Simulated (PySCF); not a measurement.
Field gradients at the hydrogen positions

Compound: C₈H₇FO.
Structure used (PBE0-D3(BJ)/def2-SVP), in Å, numbered top down from 1:
```xyz
17
C8H7FO angstrom
C      2.619   -0.108    0.562
C      1.598    0.171   -0.507
O      1.938    0.520   -1.616
C      0.133    0.019   -0.203
C     -0.768    0.334   -1.231
C     -2.141    0.230   -1.057
C     -2.648   -0.201    0.171
C     -1.782   -0.524    1.209
C     -0.410   -0.411    1.013
F      0.384   -0.735    2.036
H      2.429    0.500    1.458
H      2.565   -1.159    0.882
H      3.613    0.110    0.155
H     -0.332    0.666   -2.176
H     -2.818    0.484   -1.875
H     -3.727   -0.287    0.322
H     -2.145   -0.866    2.179
```

Level: PBE0/pcSseg-1 (PySCF, non-relativistic); Q(2H) = 0.00286 b; rigid geometry, the same for H and D, with no vibrational averaging.

Question: Tabulate Vzz, the asymmetry η and χzz = 234.96 MHz × Q × Vzz for every hydrogen position.

Answer: 
| atom | bonded to | bond length (Å) | Vzz (au) | η | χzz (kHz) |
| --- | --- | --- | --- | --- | --- |
| H11 | C1 | 1.099 | 0.2912 | 0.04 | 196 |
| H12 | C1 | 1.100 | 0.2904 | 0.04 | 195 |
| H13 | C1 | 1.096 | 0.2944 | 0.01 | 198 |
| H14 | C5 | 1.092 | 0.2951 | 0.03 | 198 |
| H15 | C6 | 1.092 | 0.3044 | 0.07 | 205 |
| H16 | C7 | 1.093 | 0.3021 | 0.06 | 203 |
| H17 | C8 | 1.091 | 0.3050 | 0.07 | 205 |

Question: How does χzz go with the bond length over the 7 C–H bonds?

Answer: A straight-line fit has a slope of -9.6 kHz for each 0.01 Å, with a correlation coefficient of -0.88, over lengths from 1.091 to 1.100 Å. The longer bonds have the smaller couplings here.

Question: A static deuteron (I = 1) shows a doublet split by (3/2)χ, (3/4)χ(1 + η) and (3/4)χ(1 − η) with the field along z, y and x of the gradient. What are these for H15?

Answer: With |χ| = 204.6 kHz and η = 0.070: 307, 164 and 143 kHz, to first order and without motion.

Geometry: PBE0-D3(BJ)/def2-SVP, one conformer, isolated molecule. With a basis this small, the couplings can be 20 % off.
